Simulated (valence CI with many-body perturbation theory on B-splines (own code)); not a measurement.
**E1 transitions of Nd LV**

Calculated by relativistic CI+MBPT: four valence electrons over a frozen Dirac-Fock core [He], a basis of 11 s, 11 p, 10 d, 8 f, 5 g, 2 h functions for each j, with the one-electron correlation potential Σ1 (screened to all orders), the two-electron term Σ2, the three-electron term Σ3, Breit, model QED; selected single and double excitations, second order for the rest, scaled by the run's own slope (own B-spline code, finite nucleus).

The last digits are not significant, and no measured levels were compared; by estimate large intervals hold to a few tenths of a per cent, small ones and those within an open d or f shell to about a per cent. Among the levels kept, up to 910 cm⁻¹ of a level comes from second order outside the variational space, and about a tenth of that is noise between levels of different J, which matters for small intervals.

Lines 101 to 150 of 550 in falling wavelength, among levels below 66850 × 10³ cm⁻¹, chosen from the strongest by gf and those to the six lowest levels. Wavelengths and rates use the calculated energies. Electric multipoles are in the length gauge with retardation, E1 and E2 with the static RPA response of the core. Weak lines are less certain than strong ones. Lines between different terms over intervals too small for the method are left out, as are lines whose strength nearly cancels. The highest levels of a list are the least certain.

Levels are named by their leading jj configuration (3d3/2^4 stands for four electrons in 3d with j = 3/2), which in mixed levels can hold well under half, so a name can repeat and another be missing. Letters in brackets count levels of one name in rising energy.

| λ vac (nm) | Upper | Lower | A (s⁻¹) | log gf | Branch % |
| --- | --- | --- | --- | --- | --- |
| 5.343 | (2s 2p3/2^2 3d3/2) J=2 [c] | (2s 2p3/2^2 3p1/2) J=1 [b] | 9.86e+10 | -0.68 | 0.0 |
| 5.339 | (2s 2p1/2 2p3/2 3p3/2) J=3 [a] | (2s 2p1/2 2p3/2 3s) J=2 [a] | 1.85e+11 | -0.26 | 0.2 |
| 5.335 | (2s^2 2p3/2 3p3/2) J=3 | (2s^2 2p3/2 3s) J=2 | 2.12e+11 | -0.20 | 2.8 |
| 5.319 | (2p1/2 2p3/2^2 3p3/2) J=3 [a] | (2p1/2 2p3/2^2 3s) J=2 [a] | 1.18e+11 | -0.45 | 0.1 |
| 5.309 | (2s 2p3/2^2 3p3/2) J=2 [a] | (2s 2p3/2^2 3s) J=1 [a] | 1.59e+11 | -0.47 | 0.5 |
| 5.299 | (2s 2p1/2 2p3/2 3d5/2) J=4 [a] | (2s 2p1/2 2p3/2 3p1/2) J=3 | 3.63e+10 | -0.86 | 0.3 |
| 5.282 | (2s 2p1/2 2p3/2 3p3/2) J=3 [b] | (2s 2p1/2 2p3/2 3s) J=2 [b] | 7.55e+10 | -0.66 | 0.1 |
| 5.276 | (2s 2p1/2 2p3/2 3p3/2) J=4 | (2s 2p1/2 2p3/2 3s) J=3 | 1.71e+11 | -0.19 | 19.0 |
| 5.274 | (2s 2p3/2^2 3p3/2) J=2 [b] | (2s 2p3/2^2 3s) J=2 [b] | 5.92e+10 | -0.91 | 0.4 |
| 5.272 | (2s 2p1/2 2p3/2 3d3/2) J=3 [b] | (2s 2p1/2 2p3/2 3p1/2) J=3 | 7.00e+10 | -0.69 | 0.0 |
| 5.267 | (2s 2p1/2 2p3/2 3p3/2) J=2 [c] | (2s 2p1/2 2p3/2 3s) J=1 [b] | 7.47e+10 | -0.81 | 0.1 |
| 5.252 | (2s^2 2p3/2 3d3/2) J=1 | (2s^2 2p3/2 3p1/2) J=1 | 1.17e+11 | -0.84 | 0.0 |
| 5.225 | (2s 2p3/2^2 3p3/2) J=2 [b] | (2s 2p3/2^2 3s) J=1 [b] | 9.46e+10 | -0.71 | 0.6 |
| 5.223 | (2s 2p1/2 2p3/2 3s) J=1 [c] | (2s^2 2p3/2 3s) J=1 | 8.97e+10 | -0.96 | 0.1 |
| 5.215 | (2p1/2^2 2p3/2 3p3/2) J=2 | (2p1/2^2 2p3/2 3s) J=1 | 4.97e+10 | -0.99 | 0.0 |
| 5.177 | (2s^2 2p1/2 3p3/2) J=2 | (2s^2 2p1/2 3s) J=1 | 2.23e+11 | -0.35 | 13.1 |
| 5.176 | (2p1/2 2p3/2^2 3d3/2) J=3 [b] | (2p1/2 2p3/2^2 3p1/2) J=3 | 8.08e+10 | -0.64 | 0.0 |
| 5.161 | (2p1/2 2p3/2^2 3p1/2) J=1 [a] | (2s 2p3/2^2 3p1/2) J=2 [a] | 1.36e+11 | -0.79 | 0.2 |
| 5.098 | (2s 2p3/2^2 3p3/2) J=2 [b] | (2s 2p3/2^2 3s) J=1 [a] | 5.64e+10 | -0.96 | 0.3 |
| 5.091 | (2p1/2 2p3/2^2 3p1/2) J=2 [a] | (2s 2p3/2^2 3p1/2) J=2 [a] | 5.31e+10 | -0.99 | 0.0 |
| 5.083 | (2s^2 2p1/2 3p3/2) J=1 | (2s^2 2p1/2 3s) J=1 | 9.38e+10 | -0.96 | 1.2 |
| 5.064 | (2s 2p1/2 2p3/2 3p3/2) J=2 [d] | (2s 2p1/2 2p3/2 3s) J=2 [c] | 8.55e+10 | -0.78 | 0.1 |
| 5.063 | (2s 2p1/2 2p3/2 3p3/2) J=2 [d] | (2s 2p1/2 2p3/2 3s) J=1 [b] | 5.93e+10 | -0.94 | 0.1 |
| 5.038 | (2p1/2 2p3/2^2 3p3/2) J=2 [b] | (2p1/2 2p3/2^2 3s) J=2 [c] | 1.89e+11 | -0.44 | 0.1 |
| 5.020 | (2s^2 2p1/2 3p3/2) J=1 | (2s^2 2p1/2 3s) J=0 | 1.66e+11 | -0.73 | 2.1 |
| 5.003 | (2p1/2^2 2p3/2 3p1/2) J=1 | (2s 2p1/2 2p3/2 3p1/2) J=2 [b] | 1.13e+11 | -0.90 | 0.1 |
| 4.998 | (2s 2p1/2^2 3p3/2) J=2 | (2s 2p1/2^2 3s) J=1 | 1.82e+11 | -0.47 | 1.6 |
| 4.985 | (2s 2p1/2 2p3/2 3p3/2) J=1 [c] | (2s 2p1/2 2p3/2 3s) J=1 [b] | 1.53e+11 | -0.77 | 0.3 |
| 4.980 | (2p1/2 2p3/2^2 3p3/2) J=2 [c] | (2p1/2 2p3/2^2 3s) J=1 [b] | 5.52e+10 | -0.99 | 0.0 |
| 4.948 | (2p1/2 2p3/2^2 3s) J=1 [a] | (2s 2p3/2^2 3s) J=2 [a] | 1.17e+11 | -0.89 | 0.1 |
| 4.940 | (2s 2p1/2 2p3/2 3p3/2) J=2 [a] | (2s 2p1/2 2p3/2 3s) J=2 [a] | 1.06e+11 | -0.71 | 0.1 |
| 4.917 | (2s^2 2p3/2 3p3/2) J=2 | (2s^2 2p3/2 3s) J=1 | 1.29e+11 | -0.63 | 0.6 |
| 4.916 | (2p1/2 2p3/2^2 3p1/2) J=3 | (2s 2p3/2^2 3p1/2) J=3 | 4.47e+10 | -0.95 | 0.0 |
| 4.909 | (2p1/2^2 2p3/2 3p3/2) J=2 | (2p1/2^2 2p3/2 3s) J=2 | 9.80e+10 | -0.75 | 0.1 |
| 4.906 | (2s 2p1/2^2 3p3/2) J=1 | (2s 2p1/2^2 3s) J=1 | 9.17e+10 | -1.00 | 0.0 |
| 4.889 | (2p1/2 2p3/2^2 3p3/2) J=1 [b] | (2p1/2 2p3/2^2 3s) J=1 [a] | 9.63e+10 | -0.98 | 0.1 |
| 4.850 | (2s 2p1/2 2p3/2 3p3/2) J=3 [b] | (2s 2p1/2 2p3/2 3s) J=3 | 1.45e+11 | -0.44 | 0.1 |
| 4.836 | (2s 2p1/2 2p3/2 3p3/2) J=1 [d] | (2s 2p1/2 2p3/2 3s) J=0 | 1.32e+11 | -0.86 | 0.2 |
| 4.794 | (2p1/2 2p3/2^2 3p3/2) J=1 [b] | (2p1/2 2p3/2^2 3s) J=2 [b] | 1.46e+11 | -0.82 | 0.1 |
| 4.787 | (2s^2 2p3/2 3p3/2) J=2 | (2s^2 2p3/2 3s) J=2 | 1.33e+11 | -0.64 | 0.6 |
| 4.713 | (2s 2p3/2^2 3p3/2) J=1 [c] | (2s 2p3/2^2 3s) J=1 [b] | 2.11e+11 | -0.68 | 0.2 |
| 4.685 | (2s 2p1/2 2p3/2^2) J=1 [a] | (2s^2 2p3/2^2) J=2 | 1.58e+10 | -1.81 | 0.5 |
| 4.654 | (2p1/2 2p3/2^2 3s) J=2 [b] | (2s 2p3/2^2 3s) J=3 | 8.45e+10 | -0.86 | 0.1 |
| 4.630 | (2p1/2^2 2p3/2 3s) J=1 | (2s 2p1/2 2p3/2 3s) J=2 [b] | 1.33e+11 | -0.89 | 0.1 |
| 4.610 | (2s 2p1/2^2 2p3/2) J=1 | (2s^2 2p1/2 2p3/2) J=2 | 3.15e+10 | -1.52 | 1.6 |
| 4.607 | (2p1/2^2 2p3/2 3p3/2) J=3 | (2s 2p1/2 2p3/2 3p3/2) J=4 | 5.15e+10 | -0.94 | 0.0 |
| 4.590 | (2p1/2 2p3/2^2 3s) J=2 [c] | (2s 2p3/2^2 3s) J=2 [a] | 1.50e+11 | -0.63 | 0.1 |
| 4.588 | (2p1/2^2 2p3/2 3d5/2) J=4 | (2s 2p1/2 2p3/2 3d5/2) J=5 | 5.39e+10 | -0.81 | 1.5 |
| 4.576 | (2p1/2^2 2p3/2 3p1/2) J=2 | (2s 2p1/2 2p3/2 3p1/2) J=3 | 8.42e+10 | -0.88 | 0.0 |
| 4.563 | (2s^2 2p3/2 3p3/2) J=0 | (2s^2 2p3/2 3s) J=1 | 3.63e+11 | -0.95 | 2.3 |
